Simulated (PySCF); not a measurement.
Spectra and structures to be paired. The calculation used TDDFT CAM-B3LYP/def2-SVPD, vertical, gas phase, core orbitals frozen in the response in PySCF. Geometries: GFN2-xTB; one conformer of each isolated species. Triplets are in the Tamm–Dancoff approximation.

A. `CC1=NN=CN1C`
B. `O=C(C(C)(F)C)Cl`
C. `C#CC1=NN=C(C)O1`

Lowest singlet levels (six at most, fewer where fewer were computed) with oscillator strengths:

1. 4.99 eV (f 0.001); 6.48 eV (f 0.001); 7.02 eV (f 0.022); 7.81 eV (f 0.046); 8.11 eV (f 0.048); 8.33 eV (f 0.012); T1 4.47 eV
2. 5.25 eV (f 0.001); 5.48 eV (f 0.351); 5.80 eV (f 0.000); 6.05 eV (f 0.000); 6.68 eV (f 0.010); 7.03 eV (f 0.175); T1 3.69 eV
3. 6.04 eV (f 0.000); 6.60 eV (f 0.012); 6.77 eV (f 0.006); 6.92 eV (f 0.029); 7.02 eV (f 0.148); 7.44 eV (f 0.002); T1 5.02 eV

Problem. Match each spectrum to its molecule.

Solution. 1 = B, 2 = C, 3 = A.
- A: S1 at 6.04 eV, HOMO→LUMO+1 (96%); Löwdin shares by element: HOMO nitrogen 80% or more, carbon 16% or more; LUMO carbon 40% or more, hydrogen 20% or more (atoms not listed hold the other 40%); HOMO -8.45 and LUMO 0.83 eV; point group Cs, 1 of its 6 listed states under f = 0.0005.
- B: S1 at 4.99 eV, HOMO→LUMO (95%); Löwdin shares by element: HOMO oxygen 48%, chlorine 23%, carbon 16% or more; LUMO carbon 45% or more, oxygen 31%, chlorine 13%; HOMO -10.07 and LUMO -0.30 eV.
- C: S1 at 5.25 eV, HOMO-1→LUMO (95%); Löwdin shares by element: HOMO carbon 47% or more, nitrogen 15% or more (atoms not listed hold the other 37%); LUMO carbon 49% or more, nitrogen 18% or more (atoms not listed hold the other 33%); HOMO -8.83 and LUMO -0.42 eV; point group Cs, 2 of its 6 listed states under f = 0.0005.
